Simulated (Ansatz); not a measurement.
`[NH2][Al]([OH])[SH]` and `[OH][Al]([SH])[AlH][F]` differ in one atom or group.

Ansatz, PBE0-D4/def2-TZVP geometries, multiplicity 1. Each molecule was computed in one conformer, which needn't be the lowest.

| property | `[NH2][Al]([OH])[SH]` |
| --- | --- |
| HOMO–LUMO gap (PBE0/def2-TZVPP) / eV | 7.05 |
| LUMO energy (PBE0/def2-TZVPP) / eV | -0.23 |
| size of the dipole moment (PBE/def2-TZVPP) / D | 2.51 |
| LUMO energy (PBE/def2-TZVPP) / eV | -1.05 |
| size of the dipole moment (ωB97M-V/def2-TZVPP) / D | 2.62 |
| zero-point energy (PBE0-D4/def2-TZVP) / kJ/mol | 127.8 |

**Question.** What does the change do to each property? (An estimate is asked.)

**Answer.** Computed: 
```csv
property,`[OH][Al]([SH])[AlH][F]`,shift
HOMO–LUMO gap (PBE0/def2-TZVPP) / eV,5.03,-2.02
LUMO energy (PBE0/def2-TZVPP) / eV,-2.39,-2.16
size of the dipole moment (PBE/def2-TZVPP) / D,1.30,-1.21
LUMO energy (PBE/def2-TZVPP) / eV,-3.08,-2.03
size of the dipole moment (ωB97M-V/def2-TZVPP) / D,1.36,-1.26
zero-point energy (PBE0-D4/def2-TZVP) / kJ/mol,87.5,-40.3
```

With PBE0 the HOMO falls by 0.14 eV and the LUMO falls by 2.16 eV, so the gap narrows by about 2.02 eV. PBE moves the HOMO by -0.38 eV and ωB97M-V by 0.18 eV. Dipoles are sizes alone; their direction can turn.
